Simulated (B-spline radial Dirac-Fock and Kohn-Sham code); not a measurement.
Dipole and non-dipole photoemission parameters of Os⁺ 5s

System: osmium as Os⁺, configuration [Xe] 4f14 5d6 6s1; threshold 106.3 eV (orbital energy of the model). Method: Dirac-Hartree-Slater photoionisation with a Latter tail; cross sections with all multipoles, angular parameters from the dipole term and its interference with E2. Computed with an atomic code on a B-spline grid.

The run's input, task.json:

```json
{"items": [{
  "Z": 76,
  "q": 1,
  "cfg": [[1, 0, 2], [2, 0, 2], [2, 1, 6], [3, 0, 2], [3, 1, 6], [3, 2, 10], [4, 0, 2], [4, 1, 6], [4, 2, 10], [4, 3, 14], [5, 0, 2], [5, 1, 6], [5, 2, 6], [6, 0, 1]],
  "A": 192,
  "rrms": 5.4126,
  "do": "xps",
  "hv": [65.7, 80, 94.7, 108.0, 140.0, 160.0, 167.0, 200, 203.0, 247.0, 329.0, 369.0, 492.0, 600, 697.0, 731.0, 986.0, 1220.0, 1486.9, 2070.0, 2480.0, 4000, 4720.0, 4950.0, 5414.7, 8047.8, 11200.0, 12700.0, 12900.0, 15000]
}]}
```

Launch: `python xray2_run.py task.json out`

For linearly polarised light dσ/dΩ = σ/(4π) [1 + β P₂(cos θ) + (δ + γ cos²θ) sin θ cos φ], with θ from the polarisation vector and φ the angle between the beam and the projection of the electron momentum on the plane normal to the polarisation.

```csv
hν (eV),σ (kb),β,γ
140,65.5,1.013,-0.163
160,66.9,1.262,-0.045
167,67.0,1.323,-0.010
200,63.9,1.507,0.114
203,63.5,1.519,0.123
247,56.2,1.637,0.226
329,44.1,1.737,0.333
369,39.1,1.765,0.368
492,27.8,1.814,0.430
600,21.4,1.837,0.454
697,17.5,1.852,0.465
731,16.4,1.857,0.467
986,10.7,1.879,0.461
1220,7.77,1.892,0.436
1486.9,?,?,?
2070,3.38,1.915,0.304
2480,2.50,1.921,0.237
4000,1.10,1.934,0.034
4720,0.815,1.937,-0.034
4950,0.747,1.938,-0.051
5414.7,0.634,1.940,-0.083
8047.8,0.300,1.945,-0.162
11200,0.158,1.948,-0.118
12700,0.122,1.949,-0.063
12900,0.119,1.949,-0.055
15000,0.0872,1.949,0.046
```

Problem. Give the values at Al Kα (taken as 1486.9 eV).

Solution. σ = 5.73 kb, β = 1.902, γ = 0.398. For an s subshell δ is negligible.
